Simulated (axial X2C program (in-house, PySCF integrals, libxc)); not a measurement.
## Potential curves of ZrSe⁺, 2c

Computed with an in-house all-electron X2C program for linear molecules (integrals from PySCF). Two-component (2c) means X2C with spin–orbit coupling and atomic mean-field two-electron Coulomb and Gaunt terms. Basis: Zr dyall-cv3z [11s12p9d6f3g], Se dyall-cv3z [8s9p6d4f1g] (cores contracted in-house); Gaussian nuclei, density fitting, unrestricted open shells. Masses: Zr 89.905 u, Se 79.917 u.

State: Ω = 3/2 (⟨Sz⟩ = -0.50, ⟨Lz⟩ = 2.00 at PW91). Energies in eV from the lowest point of each curve. Fits are polynomials in 1 − R0/R over 0.85 to 1.23 times the lowest point R0.

| R (Å) | PW91 |
| --- | --- |
| 1.9819 | 1.7032 |
| 2.0730 | 0.7485 |
| 2.1413 | 0.3236 |
| 2.2097 | 0.0880 |
| 2.2780 | 0.0000 |
| 2.3577 | 0.0375 |
| 2.4375 | 0.1853 |
| 2.5400 | 0.4820 |
| 2.6653 | 0.9323 |
| 2.8475 | 1.6190 |

The state is one determinant whose occupation by symmetry is held fixed; it was picked as the lowest of a PBE0 search that is not exhaustive. Density functionals use the spin component along the axis (collinear). PBE0 can misorder states that lie within some tenths of an eV, so this need not be the ground state of the molecule. The nearest other 2c determinant of the search, Ω = 5/2, lies 0.09 eV up at the distance of the search. The functionals have no current-density term, which raises determinants with orbital currents, atoms included. At some level and bond length an empty orbital lies below a filled one. The determinant is spin-polarised beyond a pure state at some levels (its spin-free form has ⟨S²⟩ too high), which makes Re and μ there less reliable.

(1) Fit the PW91 curve near its minimum: give the equilibrium distance and the harmonic wavenumber.

Answers

(1) At PW91, 2c: Re = 2.295 Å, ωe ≈ 380 cm⁻¹; Be follows as 0.0757 cm⁻¹.
